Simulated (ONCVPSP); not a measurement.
Ranking ONCV potentials for vanadium

All share these settings but for the change named:

ONCVPSP 4.0.1 input, shortened (lines: element, Z, core and valence counts, functional; n l f; lmax; l rc ep ncon nbas qcut; lloc lpopt rc5 dvloc0; l nproj debl; icmod fcfact rcfact), PBE, scalar-relativistic:

```
  V 23.00    3    5        4      upf
    1    0    2.00
    2    0    2.00
    2    1    6.00
    3    0    2.00
    3    1    6.00
    3    2    3.00
    4    0    1.75
    4    1    0.25
    3
    0    1.65    0.00    4    9    6.80
    1    1.60    0.00    3    7    9.80
    2    1.10    0.00    3    8   10.10
    3    1.75    0.05    3    6    7.30
    4    3    0.95    4.00
    0    2    2.10
    1    2    0.50
    2    2    2.90
    3    2    0.50
    2    0.35    0.65
```

Cutoff: the first of the cutoffs (Ha) at which the residual kinetic energy of the hardest occupied pseudo-wave falls to 1 and 0.1 mHa per electron; the density cutoff is not measured.

The base gives 49 Ha.

Of 8 variants that were run, those that failed, showed a ghost or another fault, or gave nearly equal values are left out.

A variant can come out equal or close to the base.

Question: Rank these variants from softest to hardest (loose cutoff).
A. all radii but the core radius scaled by about 0.76 (s 1.26, p 1.22, d 0.84, f 1.34 bohr); local potential polynomial inside 0.72 bohr (lpopt 3, dvloc0 4 Ha)
B. all radii but the core radius scaled by about 1.13 (s 1.86, p 1.80, d 1.24, f 1.98 bohr); local potential polynomial inside 1.08 bohr (lpopt 3, dvloc0 4 Ha)
C. all radii but the core radius scaled by about 0.91 (s 1.50, p 1.46, d 1.00, f 1.60 bohr); local potential polynomial inside 0.86 bohr (lpopt 3, dvloc0 4 Ha)
D. all radii but the core radius scaled by about 0.85 (s 1.40, p 1.36, d 0.94, f 1.48 bohr); local potential polynomial inside 0.80 bohr (lpopt 3, dvloc0 4 Ha)

Answer: B (44 Ha), C (77 Ha), D (163 Ha), A (330 Ha).
